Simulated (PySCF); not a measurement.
C4H9NSi, SMILES C=C1[C@@H](N[SiH2]1)C. Atoms are numbered in the order given.

```xyz
15

C     -0.6955     1.4969     1.4119
C     -0.4329     0.4870     0.5864
Si    -1.2404    -0.6011    -0.7160
N      0.4099    -1.1291    -0.7185
C      0.8902    -0.2568     0.3580
C      2.0627     0.6288    -0.0301
H      0.0722     1.9214     2.0708
H     -1.6907     1.9478     1.4706
H     -1.7715     0.0264    -1.9696
H     -2.2899    -1.5710    -0.2577
H      0.9776    -1.8719    -1.0986
H      1.1597    -0.8293     1.2707
H      2.3430     1.2978     0.7986
H      2.9454     0.0190    -0.2816
H      1.8042     1.2422    -0.9065
```

Geometry optimised at PBE0-D3(BJ)/def2-SVP. The structure was generated by enumeration; whether it is a known compound was not checked.

Method: SMD-B3LYP/6-31G* run with PySCF.

Solvation free energies are E(SMD) − E(gas) at the gas-phase geometry, for 1 M in both phases. In vacuum the dipole moment is 0.85 D.

```json
[
 {"solvent": "water", "ΔG(solv) (kcal/mol)": "0.7", "its non-electrostatic (CDS) part": "4.0", "dipole (D)": "1.23"},
 {"solvent": "acetonitrile", "ΔG(solv) (kcal/mol)": "?", "its non-electrostatic (CDS) part": "?", "dipole (D)": "?"},
 {"solvent": "dichloromethane", "ΔG(solv) (kcal/mol)": "-3.5", "its non-electrostatic (CDS) part": "-0.8", "dipole (D)": "1.16"}
]
```

Question: Some entries are withheld; supply them. (The exact figures need the calculation; the answer reports its results.)

Answer: 
- acetonitrile, ΔG(solv) (kcal/mol): -2.9
- acetonitrile, its non-electrostatic (CDS) part: 0.3
- acetonitrile, dipole (D): 1.22
